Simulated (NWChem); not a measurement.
System: C3HF2NS; SMILES Fc1sc(nc1)F

```xyz
8

F     -0.1508     2.4755     0.0000
C      0.1364     1.1940     0.0000
C      1.3619     0.6079     0.0000
N      1.3331    -0.7649     0.0000
C      0.1312    -1.1883     0.0000
F     -0.2054    -2.4542     0.0000
S     -1.1400     0.0050     0.0000
H      2.3072     1.1506     0.0000
```
Atoms are numbered in this order, from 1.

STO-3G and 3-21G are far too small for this property and stand as cheap habits. The geometry was optimised at PBE0/def2-SVP.

Question: Give the principal values of the shielding tensors (ppm) of F1, C2, C3, N4, C5 from Hartree-Fock/STO-3G, GIAO (NWChem), with their diamagnetic and paramagnetic parts as GIAO splits them.

Answer: 
```tsv
atom	σ11	σ22	σ33	isotropic	diamagnetic	paramagnetic
F1	335.8	345.7	538.8	406.8	454.0	-47.2
C2	36.1	98.9	153.9	96.3	259.2	-162.9
C3	64.1	143.6	192.9	133.5	255.0	-121.5
N4	-218.7	104.6	312.8	66.2	315.2	-249.0
C5	23.6	126.6	145.0	98.4	260.3	-161.9
```
